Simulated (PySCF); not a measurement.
**Trend along group 13: MH molecules**

PBE0 with triple-zeta basis sets in PySCF, for the lowest determinant that a PBE0 search found; no spin–orbit coupling. De refers to high-spin ground-configuration atoms. A positive dipole means M(−)H(+).

```csv
M,basis,state (unpaired electrons),Re (Å),ωe (cm⁻¹),De (eV),μ (D)
B,def2-TZVPP,singlet (closed shell),1.241,2330,3.49,1.59
Al,def2-TZVPP,singlet (closed shell),1.664,1644,2.99,-0.09
Ga,x2c-TZVPPall,singlet (closed shell),1.678,1582,2.85,-0.50
In,x2c-TZVPPall,singlet (closed shell),1.851,1460,2.63,-0.81
Tl,def2-TZVPP,singlet (closed shell),1.901,1384,2.50,-1.38
```

The shortest bond is that of BH (1.241 Å), the longest that of TlH (1.901 Å).

The rows differ in basis set, which adds steps of its own.

Down a group the atoms grow and get heavier, so bonds lengthen and wavenumbers fall; this series shows no clear exception.

Spin–orbit coupling is left out, which matters for elements this heavy, above all for dissociation energies.
